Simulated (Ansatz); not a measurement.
Reaction (formal exchange of groups at a Ge–Se bond): `C[Se][GeH3]` + `[GaH3]` → `[GaH2][GeH3]` + `C[SeH]`

Computed with Ansatz on PBE0-D4/def2-TZVP structures; ΔE is electronic, products minus reactants. CBS: MP2 limit from def2 TZ/QZ plus the TZ coupled-cluster correction, frozen cores. Functionals use def2-TZVPP. B3LYP here is the variant with VWN-RPA as its local correlation; programs differ in this. For Ga, Ge, Se outer-core shells are correlated without core-valence functions, which leaves a few kJ/mol of doubt a bond. Scalar relativity is left out up to krypton.

**Question.** Is it downhill or uphill in electronic energy at CCSD(T)/CBS, and by how much? (An estimate is asked.)

**Answer.** Computed: Uphill: ΔE = +16.2 kJ/mol.

**Question.** What do these levels give: revPBE-D4, B97M-V, B3LYP-D4, r2SCAN0-D4, BHLYP-D4, PBE-QIDH, revPBE, r2SCAN, B3LYP, CCSD/def2-SVP, HF/def2-TZVPP, SCS-MP2/def2-QZVPP? (Estimate.)

**Answer.** Computed: revPBE-D4 16.0, B97M-V 22.9, B3LYP-D4 16.3, r2SCAN0-D4 17.2, BHLYP-D4 19.5, PBE-QIDH 18.4, revPBE 9.5, r2SCAN 15.6, B3LYP 11.8, CCSD/def2-SVP 14.1, HF/def2-TZVPP 23.6, SCS-MP2/def2-QZVPP 22.5 kJ/mol.

Largest T1 diagnostic among the species: 0.013.

The D4 term adds +4.5 kJ/mol with B3LYP and +2.4 kJ/mol with PBE0; it sums over pairs of atoms, weighted by their polarisabilities, and B3LYP, whose exchange is more repulsive, gets the larger term. Leaving LDA and LC-ωPBE aside and taking each functional with its dispersion term where it has one, the values, not all of them listed here, spread over 10.6 kJ/mol, from PBE-D4 to B97M-V. From BLYP to BHLYP (50 % exact exchange), in def2-TZVPP and without D4, ΔE moves by +7.0 kJ/mol.
